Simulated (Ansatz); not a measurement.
Ga6Sb6H18⁻, a cluster cut from wurtzite GaSb (hydrogen-capped). Total charge -1; doublet. Geometry PBE-D4/def2-SVP, that of the neutral singlet; atoms count from 1.

```
atom   x (Å)   y (Å)   z (Å)
 Sb1   2.114   2.209   0.436
 Ga2   1.068   0.939   2.586
 Ga3  -2.083   2.872   0.337
 Sb4  -1.537   0.931   2.139
 Sb5   1.876  -1.552   1.900
 Ga6  -2.368  -1.642   2.095
 Ga7   1.289   1.648  -2.081
 Sb8  -1.345   1.543  -1.900
 Sb9   2.065  -0.946  -2.092
Ga10   1.011  -2.748  -0.369
Ga11  -2.140  -0.915  -2.697
Sb12  -1.586  -2.260  -0.418
 H13   2.015   3.899   0.688
 H14   3.830   2.098   0.500
 H15   1.760   1.415   3.922
 H16  -0.990   4.000   0.559
 H17  -3.639   3.120   0.300
 H18  -2.053   1.554   3.657
 H19   3.596  -1.613   1.942
 H20   1.609  -2.607   3.221
 H21  -1.394  -2.435   3.066
 H22  -3.942  -1.679   2.171
 H23   2.094   2.488  -3.146
 H24  -1.728   2.595  -3.206
 H25   3.782  -1.016  -1.992
 H26   1.935  -1.558  -3.685
 H27   1.672  -4.168  -0.554
 H28  -3.700  -0.905  -2.926
 H29  -1.070  -1.398  -3.764
 H30  -2.138  -3.867  -0.688
```

In the def2 sets Sb takes a core potential; there is no spin–orbit coupling. Single mean-field runs in def2-TZVP are fitted with def2-universal-jkfit. The highest occupied level of the charge -1 doublet lies above zero (up to 0.12 eV). By energy differences its removal costs 1.02 eV (vertical, to the charge 0 singlet, at PBE0-D4/def2-TZVP); self-interaction error and the lack of diffuse functions both raise the level.

Question: Estimate the Mulliken populations of the heavy atoms from the PBE0/def2-TZVP orbitals of Ansatz.

Answer: 
```json
{"atom": "Sb1", "charge (e)": "-0.09", "spin (α − β)": "0.13"}
{"atom": "Ga2", "charge (e)": "0.15", "spin (α − β)": "0.01"}
{"atom": "Ga3", "charge (e)": "0.06", "spin (α − β)": "0.01"}
{"atom": "Sb4", "charge (e)": "-0.14", "spin (α − β)": "0.02"}
{"atom": "Sb5", "charge (e)": "-0.09", "spin (α − β)": "0.13"}
{"atom": "Ga6", "charge (e)": "0.05", "spin (α − β)": "0.01"}
{"atom": "Ga7", "charge (e)": "0.15", "spin (α − β)": "0.01"}
{"atom": "Sb8", "charge (e)": "-0.14", "spin (α − β)": "0.02"}
{"atom": "Sb9", "charge (e)": "-0.09", "spin (α − β)": "0.13"}
{"atom": "Ga10", "charge (e)": "0.15", "spin (α − β)": "0.01"}
{"atom": "Ga11", "charge (e)": "0.06", "spin (α − β)": "0.01"}
{"atom": "Sb12", "charge (e)": "-0.14", "spin (α − β)": "0.02"}
```
Mulliken values and Mayer orders depend strongly on the basis.

Question: Where does the spin sit?

Answer: Summed by element: Sb 0.45, Ga 0.08, H 0.47, of 1 unpaired in all. Largest on single atoms: H20 0.16, H13 0.16, H26 0.16.

Question: And the Mayer bond orders between bonded heavy atoms (over 0.3)?

Answer: Sb1–Ga2 0.73 (2.71 Å); Sb1–Ga7 0.73 (2.71 Å); Ga2–Sb4 0.83 (2.64 Å); Ga2–Sb5 0.73 (2.71 Å); Ga3–Sb4 0.71 (2.70 Å); Ga3–Sb8 0.71 (2.70 Å); Sb4–Ga6 0.71 (2.70 Å); Sb5–Ga10 0.73 (2.71 Å); Ga6–Sb12 0.71 (2.70 Å); Ga7–Sb8 0.83 (2.64 Å); Ga7–Sb9 0.73 (2.71 Å); Sb8–Ga11 0.71 (2.70 Å); Sb9–Ga10 0.73 (2.71 Å); Ga10–Sb12 0.83 (2.64 Å); Ga11–Sb12 0.71 (2.70 Å).
